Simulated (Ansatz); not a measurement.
`[CH3][Sn]([CH3])([Cl])[Cl]` → `CCl` + `[CH3][Sn][Cl]` at 298.15 K and 1 bar (stannylene formation by 1,1-elimination).

Computed with Ansatz on PBE0-D4/def2-TZVP structures; ΔE is electronic, products minus reactants. CCSD(T)/CBS adds triple-zeta CCSD(T) − MP2 to the extrapolated MP2 energy (def2 sets, frozen cores). This one scheme is used for every species. def2 core potentials past Kr. For Sn outer-core shells are correlated without core-valence functions, which leaves a few kJ/mol of doubt a bond.

| species | CCSD(T)/CBS energy (Eh) | H − E (kJ/mol) | S (J/(mol·K)) |
| --- | --- | --- | --- |
| `[CH3][Sn]([CH3])([Cl])[Cl]` | -1213.41687 | 223.0 | 407.9 |
| `CCl` | -499.63220 | 109.7 | 234.1 |
| `[CH3][Sn][Cl]` | -713.71101 | 109.8 | 322.6 |

H − E and S are ideal-gas, rigid-rotor, harmonic terms from PBE0-D4/def2-TZVP. 1 Eh = 2625.50 kJ/mol, R = 8.31446 J/(mol·K).

**Question.** By hand: ΔE, ΔH, ΔS and ΔG.

**Answer.** ΔE = (-499.63220) + (-713.71101) − (-1213.41687) = 0.07366 Eh = 193.4 kJ/mol. Δ(H − E) = 109.7 + 109.8 − 223.0 = -3.5, so ΔH = 189.9 kJ/mol. ΔS = 234.1 + 322.6 − 407.9 = 148.8 J/(mol·K). ΔG = 189.9 − 298.15 × (148.8)/1000 = 145.5 kJ/mol.

**Question.** By hand: the equilibrium constant, and the temperature at which ΔG would vanish if ΔH and ΔS stayed fixed.

**Answer.** log₁₀ K = −ΔG/(RT ln 10) = -25.5. ΔG = 0 at ΔH/ΔS = 1276 K.

The number of gas molecules changes by +1, which sets the sign of ΔS. A doubt of 5 kJ/mol in ΔE shifts log₁₀ K by 0.9 here. These are equilibria of isolated gas molecules and say nothing of rates. Largest T1 diagnostic: 0.013 (customary marks: 0.02 for closed shells, 0.045 for open ones).
